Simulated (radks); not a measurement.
Values are calculated unless marked as measured or tabulated.
Numerical settings for the zinc ion Zn5+, [Ar] 3d7. Code: a radial shooting solver on a logarithmic mesh with Libxc functionals. Model: scalar-relativistic Kohn-Sham, SCAN, spin-polarised, spherical densities, finite nucleus; open shells are filled with parallel spins first; meta-GGA in the generalised Kohn-Sham scheme; Fermi nuclear charge, rms radius 3.9283 fm. The defaults (mesh step 0.008 in ln r, mesh end at 40 bohr or more with all orbitals vanishing there, Anderson mixing 0.5 over 9 steps, residual threshold near 1e-9 with the energy settled to 1e-9 hartree or 1e-11 of itself, here a cap of 100 iterations) give E = -1788.647 hartree and 3d at -95.488 eV in 14 iterations. Run on one thread of a shared host, so times are rough (Arm Neoverse N1): 0.19 s of CPU time, 0.19 s wall, 14 iterations on 2189 mesh points. Changes against that run (0 stands for a change within the tolerance of the run):

\begin{tabular}{lrrrrr}
setting & iterations & converged & E (mhartree) & e(3d) (meV) & CPU (s) \\ \hline
mesh step in ln r 0.03 & 12 & yes & +50.9 & +34.1 & 0.06 \\
mesh step in ln r 0.005 & 17 & yes & +0.785 & -0.0459 & 0.33 \\
mesh step in ln r 0.003 & 26 & yes & +0.757 & -0.0478 & 0.78 \\
mesh end (bohr) 3 & 14 & yes & +4.88 & +144 & 0.17 \\
mesh end (bohr) 12 & 14 & yes & +0.899 & +0.0528 & 0.18 \\
residual threshold 0.01 & 9 & yes & -0.00834 & +0.974 & 0.14 \\
residual threshold 0.001 & 9 & yes & -0.00834 & +0.974 & 0.14 \\
mixing 0.2 & 16 & yes & 0 & +0.00587 & 0.21 \\
linear mixing, mixing 0.2 & 69 & yes & 0 & -0.00311 & 0.75 \\
linear mixing, mixing 1 & 22 & no & diverged & - & 0.37 \\
mixing history 3 & 17 & yes & 0 & +0.00838 & 0.21 \\
iteration cap 8 & 8 & no & -0.00834 & +0.974 & 0.11 \\
\end{tabular}

Settings that end as converged yet miss the energy by more than 1 mhartree: mesh step in ln r 0.03 (+0.0509 hartree); mesh end (bohr) 3 (+0.00488 hartree). A mesh that ends early acts as a hard wall.
